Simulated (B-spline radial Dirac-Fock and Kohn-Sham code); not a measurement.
## Ba⁵⁺: eigenvalues, ΔSCF and the reference

System: the Ba⁵⁺ ion in the configuration [Kr] 4d10 5s2 5p3.

The density-functional columns are spherical, spin-unpolarised Dirac-Kohn-Sham results without Breit or QED terms: −ε is minus the orbital energy of the initial state and ΔSCF the difference of two total energies. The reference in the last column comes from Dirac-Fock energy differences between relaxed states, corrected for Breit and QED terms. All numbers are from a radial B-spline solver, in eV; a selection of levels is shown. The Kohn-Sham columns are given as differences from the reference. For the 1s level of heavy atoms much of the gap between ΔSCF and the reference is the Breit and QED part, -139.0 eV here; for other levels the error of the functional can be larger.

| level | PBE −ε − DF | PBE ΔSCF − DF | LDA −ε − DF | LDA ΔSCF − DF | Dirac-Fock |
| --- | --- | --- | --- | --- | --- |
| K (1s) | -223.8 | +167.7 | -263.0 | +127.3 | 37506.3 |
| L1 (2s) | -124.6 | -51.5 | -129.6 | -56.2 | 6062.3 |
| L2 (2p1/2) | -95.1 | -4.2 | -97.0 | -6.0 | 5691.8 |
| L3 (2p3/2) | -100.0 | -15.7 | -101.4 | -17.0 | 5314.9 |
| M1 (3s) | -65.0 | -38.3 | -66.5 | -39.6 | 1362.1 |
| M2 (3p1/2) | -52.8 | -25.0 | -53.2 | -25.4 | 1206.6 |
| M3 (3p3/2) | -52.3 | -25.7 | -52.6 | -25.9 | 1132.4 |
| M4 (3d3/2) | -34.1 | -4.3 | -33.8 | -4.0 | 862.9 |
| M5 (3d5/2) | -34.5 | -5.1 | -34.2 | -4.8 | 847.6 |
| N1 (4s) | -30.3 | -16.9 | -30.8 | -17.4 | 328.5 |
| N3 (4p3/2) | -23.6 | -10.9 | -23.9 | -11.2 | 254.3 |
| N4 (4d3/2) | -11.5 | +0.5 | -11.4 | +0.6 | 156.9 |
| N5 (4d5/2) | -11.5 | +0.3 | -11.4 | +0.4 | 154.3 |
| O1 (5s) | -6.3 | +0.7 | -5.9 | +1.2 | 89.43 |
| O2,3 (5p) | -5.3 | +1.0 | -5.0 | +1.4 | 71.65 |

Values without a named source are computed, but for edge energies of neutral atoms, which are taken from tables.
